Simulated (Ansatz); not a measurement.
Calculation: frozen-core CCSD(T)/def2-TZVPP // TPSS-D3(BJ)/def2-SVP (Ansatz, an electronic-structure program).

Ansatz 0.2 input:
```yaml
crystal:
  periodic: [false, false, false]
  atoms:
    - { symbol: Zn, position_ang: [-0.004817, 0.018963, -0.005501] }
    - { symbol: Cl, position_ang: [0.419055, 0.51149, 1.989659] }
    - { symbol: F, position_ang: [-0.359575, -0.384983, -1.662049] }
basis:
  gaussian: { orbitals: def2-TZVPP }
correlation:
  method: ccsd_t
```

Output:

```
Functional definition: HF
912 factors; integrals over basis functions are off by at most 1.3e-3 eV
mean field evaluation 1: about -63587.5713 eV, gradient 3.5e1 eV
mean field evaluation 2: about -63587.7738 eV, gradient 3.6e1 eV
mean field evaluation 4: about -63590.0321 eV, gradient 3.6e0 eV
mean field evaluation 8: about -63590.0636 eV, gradient 5.9e-1 eV
mean field evaluation 16: about -63587.5723 eV, gradient 3.5e1 eV
mean field -63590.06445983 eV, -2336.8917660050 hartree, gradient 2.9e-6 eV, S^2 0.000000; 0 other end points of the search recorded, 0 dependent functions left out
11 core orbitals not correlated
reference -63590.06445983 eV, -2336.8917660050 hartree; 17, 17 occupied and 109, 109 virtual orbitals, 912 factors
second order -34.40458997 eV of doubles, -0.00000000 eV of singles
cycle   1  -31.26011951 eV  change     3.1e0 eV  update   1.5e-1
cycle   2  -32.42258413 eV  change    -1.2e0 eV  update   6.9e-2
cycle   3  -32.63763469 eV  change   -2.2e-1 eV  update   2.3e-2
cycle   4  -32.58954590 eV  change    4.8e-2 eV  update   9.8e-3
cycle   5  -32.56492333 eV  change    2.5e-2 eV  update   3.6e-3
cycle   6  -32.57084495 eV  change   -5.9e-3 eV  update   1.3e-3
cycle   7  -32.57139669 eV  change   -5.5e-4 eV  update   5.7e-4
cycle   8  -32.57068405 eV  change    7.1e-4 eV  update   1.9e-4
cycle   9  -32.57090422 eV  change   -2.2e-4 eV  update   5.9e-5
cycle  10  -32.57101434 eV  change   -1.1e-4 eV  update   1.8e-5
cycle  11  -32.57095299 eV  change    6.1e-5 eV  update   7.6e-6
cycle  12  -32.57094900 eV  change    4.0e-6 eV  update   3.5e-6
perturbative correction -0.86850976 eV, -0.0319171449 hartree
Total energy: -63623.50391859 eV, -2338.1206434484 hartree
```

Cost: very roughly 20 core-seconds.
